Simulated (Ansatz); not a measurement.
Molecule: 5-methylhex-1-ene, C7H14 (charge 0, singlet). 
Coordinates optimised at B3LYP-D3(BJ)/def2-TZVP (Ansatz, a first-principles code):
```xyz
21

C     -2.4693    -0.9369    -0.7997
C     -1.3808     0.1245    -0.6355
C     -1.9454     1.3696     0.0502
C     -0.1767    -0.4599     0.1124
C      1.0474     0.4617     0.1797
C      2.2052    -0.1787     0.8796
C      3.3872    -0.4331     0.3332
H     -2.0893    -1.8183    -1.3203
H     -3.3178    -0.5495    -1.3675
H     -2.8429    -1.2611     0.1757
H     -1.0397     0.4148    -1.6368
H     -2.2638     1.1354     1.0703
H     -1.2141     2.1766     0.1051
H     -2.8152     1.7499    -0.4893
H     -0.4857    -0.7281     1.1297
H      0.1219    -1.3942    -0.3719
H      1.3443     0.7523    -0.8324
H      0.7794     1.3822     0.7077
H      2.0321    -0.4632     1.9153
H      3.6025    -0.1700    -0.6967
H      4.1827    -0.9092     0.8920
```
Charge 0, spin multiplicity 1.

Wanted: vertical ionisation energy (to the doublet state of charge +1; each state is the SCF solution reached for its spin), in eV. Cores are frozen in the correlated levels unless marked. Open shells are spin-unrestricted. No spin-orbit coupling. Non-relativistic. 

```json
[
 {"level": "HF/aug-cc-pVDZ", "program": "Ansatz", "vertical ionisation energy (eV)": "8.17"},
 {"level": "HF/aug-cc-pVTZ", "program": "Ansatz", "vertical ionisation energy (eV)": "8.16"},
 {"level": "SVWN5/def2-TZVPD", "program": "Ansatz", "vertical ionisation energy (eV)": "9.27"},
 {"level": "PBE/def2-TZVPD", "program": "Ansatz", "vertical ionisation energy (eV)": "9.07"},
 {"level": "r2SCAN/def2-TZVPD", "program": "Ansatz", "vertical ionisation energy (eV)": "9.10"},
 {"level": "B3LYP/def2-TZVPD", "program": "Ansatz", "vertical ionisation energy (eV)": "9.31"},
 {"level": "PBE0/def2-TZVPD", "program": "Ansatz", "vertical ionisation energy (eV)": "9.31"},
 {"level": "BHLYP/def2-TZVPD", "program": "Ansatz", "vertical ionisation energy (eV)": "9.26"},
 {"level": "CAM-B3LYP/def2-TZVPD", "program": "Ansatz", "vertical ionisation energy (eV)": "9.49"},
 {"level": "wB97M-V/def2-TZVPD", "program": "Ansatz", "vertical ionisation energy (eV)": "9.51"},
 {"level": "wB97X-V/def2-TZVPD", "program": "Ansatz", "vertical ionisation energy (eV)": "9.51"},
 {"level": "B2PLYP/def2-TZVPD", "program": "Ansatz", "vertical ionisation energy (eV)": "9.47"},
 {"level": "MP2/aug-cc-pVDZ", "program": "Ansatz", "vertical ionisation energy (eV)": "9.76"},
 {"level": "RI-MP2/aug-cc-pVTZ", "program": "Ansatz", "vertical ionisation energy (eV)": "9.87"},
 {"level": "SCS-MP2/aug-cc-pVDZ", "program": "Ansatz", "vertical ionisation energy (eV)": "9.70"},
 {"level": "CCSD/aug-cc-pVDZ", "program": "Ansatz", "vertical ionisation energy (eV)": "9.54"},
 {"level": "CCSD(T)/aug-cc-pVDZ", "program": "Ansatz", "vertical ionisation energy (eV)": "9.63"}
]
```
